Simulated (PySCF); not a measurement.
PySCF input for 2-chlorosilylpropan-2-ol (C3H9ClOSi), SMILES CC(C)(O)[SiH2]Cl, TDA-M06-2X/def2-SVPD. Coordinates come from a PBE-D3(BJ)/def2-SVP optimisation. One conformer was computed; it need not be the lowest.

```python
import numpy as np
from pyscf import gto, scf, dft, tdscf

mol = gto.M(
    atom='''
    C    -0.32646701    1.98339679    1.31628851
    C    -0.54842981    0.66590663    0.57390753
    C    -1.31552562   -0.34763200    1.43124231
    O    -1.28700759    0.99285981   -0.61575731
    Si    1.13540936   -0.04106122   -0.02628102
    Cl    0.61273542   -1.57896813   -1.36544713
    H    -1.30970477    2.42085153    1.59161942
    H     0.19999241    2.71877429    0.67579876
    H     0.25815963    1.83228238    2.24589718
    H    -0.78471670   -0.56925079    2.37979717
    H    -1.45401424   -1.30588477    0.88878247
    H    -2.31923998    0.06028629    1.67420845
    H    -1.36737779    0.16515391   -1.13245262
    H     1.99553073   -0.64744740    1.04910717
    H     1.90773257    0.98964293   -0.79479435
    ''',
    basis='def2-SVPD',
    charge=0,
    spin=0,
    max_memory=1600,
    verbose=4,
)
mf = dft.RKS(mol, xc='m06-2x').density_fit(auxbasis='def2-universal-jkfit')
mf.grids.level = 4
mf.conv_tol = 1e-9
mf.max_cycle = 100
mf.kernel()
mf.grids = dft.Grids(mol).set(level=2).build(with_non0tab=True)  # coarser grid for the response kernel
td = tdscf.TDA(mf)
td.singlet = True
td.nstates = 6
td.conv_tol = 1e-4
td.positive_eig_threshold = 1e-6
td.kernel(x0=td.get_init_guess(mf, 11))
td.analyze()
tt = tdscf.TDA(mf)
tt.singlet = False
tt.nstates = 2
tt.conv_tol = 1e-4
tt.positive_eig_threshold = 1e-6
tt.kernel(x0=tt.get_init_guess(mf, 7))
tt.analyze(verbose=3)
```

Output:

```
PySCF version 2.14.0

[INPUT] verbose = 4
[INPUT] num. atoms = 15
[INPUT] num. electrons = 66
[INPUT] charge = 0
[INPUT] spin (= nelec alpha-beta = 2S) = 0
[INPUT] symmetry False subgroup None
[INPUT] Mole.unit = angstrom
[INPUT] Symbol           X                Y                Z      unit          X                Y                Z       unit  Magmom
[INPUT]  1 C     -0.326467010000   1.983396790000   1.316288510000 AA   -0.616933237606   3.748076729441   2.487424784812 Bohr   0.0
[INPUT]  2 C     -0.548429810000   0.665906630000   0.573907530000 AA   -1.036382139447   1.258381155232   1.084528052526 Bohr   0.0
[INPUT]  3 C     -1.315525620000  -0.347632000000   1.431242310000 AA   -2.485983131649  -0.656929272135   2.704655983790 Bohr   0.0
[INPUT]  4 O     -1.287007590000   0.992859810000  -0.615757310000 AA   -2.432091865337   1.876233120988  -1.163612675099 Bohr   0.0
[INPUT]  5 Si     1.135409360000  -0.041061220000  -0.026281020000 AA    2.145612729668  -0.077594460141  -0.049663930074 Bohr   0.0
[INPUT]  6 Cl     0.612735420000  -1.578968130000  -1.365447130000 AA    1.157902130620  -2.983817325117  -2.580321113273 Bohr   0.0
[INPUT]  7 H     -1.309704770000   2.420851530000   1.591619420000 AA   -2.474983319336   4.574746379934   3.007724798339 Bohr   0.0
[INPUT]  8 H      0.199992410000   2.718774290000   0.675798760000 AA    0.377930881892   5.137738802609   1.277074571721 Bohr   0.0
[INPUT]  9 H      0.258159630000   1.832282380000   2.245897180000 AA    0.487850997119   3.462511881066   4.244130574133 Bohr   0.0
[INPUT] 10 H     -0.784716700000  -0.569250790000   2.379797170000 AA   -1.482899648372  -1.075728089292   4.497164883315 Bohr   0.0
[INPUT] 11 H     -1.454014240000  -1.305884770000   0.888782470000 AA   -2.747688694818  -2.467764565541   1.679555452614 Bohr   0.0
[INPUT] 12 H     -2.319239980000   0.060286290000   1.674208450000 AA   -4.382728379342   0.113924577166   3.163795445933 Bohr   0.0
[INPUT] 13 H     -1.367377790000   0.165153910000  -1.132452620000 AA   -2.583969531913   0.312095658301  -2.140025300846 Bohr   0.0
[INPUT] 14 H      1.995530730000  -0.647447400000   1.049107170000 AA    3.771006552853  -1.223498266062   1.982525226618 Bohr   0.0
[INPUT] 15 H      1.907732570000   0.989642930000  -0.794794350000 AA    3.605092076213   1.870154098812  -1.501943646852 Bohr   0.0

nuclear repulsion = 384.746565338529
number of shells = 90
number of NR pGTOs = 300
number of NR cGTOs = 206
basis = def2-SVPD
ecp = {}


******** <class 'pyscf.df.df_jk.DFRKS'> ********
method = DFRKS
initial guess = minao
damping factor = 0
level_shift factor = 0
DIIS = <class 'pyscf.scf.diis.CDIIS'>
diis_start_cycle = 1
diis_space = 8
diis_damp = 0
SCF conv_tol = 1e-09
SCF conv_tol_grad = None
SCF max_cycles = 100
direct_scf = False
XC library pyscf.dft.libxc version 7.1.2
    S. Lehtola, C. Steigemann, M. J. T. Oliveira, and M. A. L. Marques,  SoftwareX 7, 1–5 (2018)
XC functionals = m06-2x
    Y. Zhao and D. G. Truhlar,  Theor. Chem. Acc. 120, 215 (2008)
    Y. Zhao and D. G. Truhlar,  Theor. Chem. Acc. 120, 215 (2008)
radial grids:
    Treutler-Ahlrichs [JCP 102, 346 (1995); DOI:10.1063/1.469408] (M4) radial grids

becke partition: Becke, JCP 88, 2547 (1988); DOI:10.1063/1.454033
pruning grids: <function nwchem_prune>
grids dens level: 4
symmetrized grids: False
atomic radii adjust function: <function treutler_atomic_radii_adjust>
small_rho_cutoff = 0
Set gradient conv threshold to 3.16228e-05
Initial guess from minao.
tot grids = 313064
******** <class 'pyscf.df.df.DF'> ********
auxbasis = def2-universal-jkfit
init E= -944.589646201734
  HOMO = -0.293671964782202  LUMO = -0.0243738280109116  gap/eV = 7.32798
cycle= 1 E= -944.138041819885  delta_E= 0.452  |g|= 0.585  |ddm|= 6.84
  HOMO = -0.264606682066874  LUMO = -0.00290986391201731  gap/eV = 7.12113
cycle= 2 E= -944.120998777529  delta_E= 0.017  |g|= 0.697  |ddm|= 2.28
  HOMO = -0.328425594409699  LUMO = 0.0137061186816805  gap/eV = 9.30988
cycle= 3 E= -944.216560758759  delta_E= -0.0956  |g|= 0.0675  |ddm|= 1.25
  HOMO = -0.324799760695948  LUMO = 0.0155057677151111  gap/eV = 9.26019
cycle= 4 E= -944.217399123273  delta_E= -0.000838  |g|= 0.0295  |ddm|= 0.171
  HOMO = -0.326590751739128  LUMO = 0.0152192469432335  gap/eV = 9.30112
cycle= 5 E= -944.21762083887  delta_E= -0.000222  |g|= 0.00417  |ddm|= 0.0802
  HOMO = -0.326304335369614  LUMO = 0.0154603893374015  gap/eV = 9.29989
cycle= 6 E= -944.217625872516  delta_E= -5.03e-06  |g|= 0.000919  |ddm|= 0.0157
  HOMO = -0.32650567903036  LUMO = 0.0153914896915928  gap/eV = 9.30350
cycle= 7 E= -944.217626101353  delta_E= -2.29e-07  |g|= 0.000408  |ddm|= 0.00366
  HOMO = -0.326446957058038  LUMO = 0.0154083026112759  gap/eV = 9.30236
cycle= 8 E= -944.217626142959  delta_E= -4.16e-08  |g|= 0.0001  |ddm|= 0.00131
  HOMO = -0.326460649871008  LUMO = 0.0154131320494422  gap/eV = 9.30286
cycle= 9 E= -944.217626145934  delta_E= -2.97e-09  |g|= 2.3e-05  |ddm|= 0.00033
  HOMO = -0.326460541322455  LUMO = 0.0154112956917567  gap/eV = 9.30281
cycle= 10 E= -944.217626146116  delta_E= -1.82e-10  |g|= 6.07e-06  |ddm|= 8.1e-05
  HOMO = -0.32646084661042  LUMO = 0.0154114270377126  gap/eV = 9.30282
Extra cycle  E= -944.217626146124  delta_E= -8.19e-12  |g|= 4.61e-06  |ddm|= 2.93e-05
converged SCF energy = -944.217626146124
tot grids = 116856
Overwritten attributes  positive_eig_threshold  of <class 'pyscf.tdscf.rks.TDA'>


******** <class 'pyscf.tdscf.rks.TDA'> for <class 'pyscf.df.df_jk.DFRKS'> ********
nstates = 6 singlet
deg_eia_thresh = 1.000e-03
wfnsym = None
conv_tol = 0.0001
eigh lindep = 1e-12
eigh level_shift = 0
eigh max_cycle = 100


Excitation energies (eV)
[6.49705987 7.12968297 7.49647878 7.7706163  7.92125822 8.17281865]

** Singlet excitation energies and oscillator strengths **
Excited State   1:      6.49706 eV    190.83 nm  f=0.0028
      33 -> 34       -0.67484
      33 -> 39        0.10181
Excited State   2:      7.12968 eV    173.90 nm  f=0.0081
      33 -> 35        0.63108
      33 -> 36        0.16364
      33 -> 38        0.12894
      33 -> 40        0.11977
Excited State   3:      7.49648 eV    165.39 nm  f=0.0086
      32 -> 34        0.67334
Excited State   4:      7.77062 eV    159.56 nm  f=0.0316
      33 -> 35        0.10196
      33 -> 36        0.15729
      33 -> 37       -0.56479
      33 -> 40       -0.28589
Excited State   5:      7.92126 eV    156.52 nm  f=0.1462
      30 -> 34       -0.14229
      31 -> 34        0.15039
      33 -> 35       -0.24212
      33 -> 36        0.46212
      33 -> 38        0.29061
      33 -> 40        0.16748
      33 -> 41        0.16816
Excited State   6:      8.17282 eV    151.70 nm  f=0.0718
      30 -> 34       -0.41832
      31 -> 34        0.39594
      33 -> 40       -0.13219
      33 -> 41       -0.24835

** Transition electric dipole moments (AU) **
state          X           Y           Z        Dip. S.      Osc.
  1         0.0657      0.0913      0.0724      0.0179      0.0028
  2         0.2096      0.0470      0.0148      0.0464      0.0081
  3         0.0138      0.1386     -0.1653      0.0467      0.0086
  4        -0.2489      0.3229      0.0050      0.1662      0.0316
  5        -0.7533      0.2223      0.3694      0.7534      0.1462
  6         0.5645      0.0007     -0.2001      0.3587      0.0718

** Transition velocity dipole moments (imaginary part, AU) **
state          X           Y           Z        Dip. S.      Osc.
  1        -0.0142      0.0146     -0.0060      0.0004      0.0013
  2         0.0860      0.0111     -0.0105      0.0076      0.0194
  3         0.0032      0.0564     -0.0661      0.0076      0.0183
  4        -0.0757      0.0592      0.0239      0.0098      0.0229
  5        -0.1767      0.0521      0.0788      0.0401      0.0919
  6         0.1567     -0.0244     -0.0614      0.0289      0.0642

** Transition magnetic dipole moments (imaginary part, AU) **
state          X           Y           Z
  1         0.0310     -0.2301      0.4552
  2         0.0589      0.4454      0.1894
  3        -1.4105     -0.0513     -0.0281
  4         0.1540      0.0803      0.0712
  5         0.0622      0.8090     -0.5507
  6        -0.0393      0.4880     -0.3714


******** <class 'pyscf.tdscf.rks.TDA'> for <class 'pyscf.df.df_jk.DFRKS'> ********
nstates = 2 triplet
deg_eia_thresh = 1.000e-03
wfnsym = None
conv_tol = 0.0001
eigh lindep = 1e-12
eigh level_shift = 0
eigh max_cycle = 100


Excitation energies (eV)
[6.19890143 6.90708065]

** Triplet excitation energies and oscillator strengths **
Excited State   1:      6.19890 eV    200.01 nm  f=0.0000
Excited State   2:      6.90708 eV    179.50 nm  f=0.0000
```

The run converged.
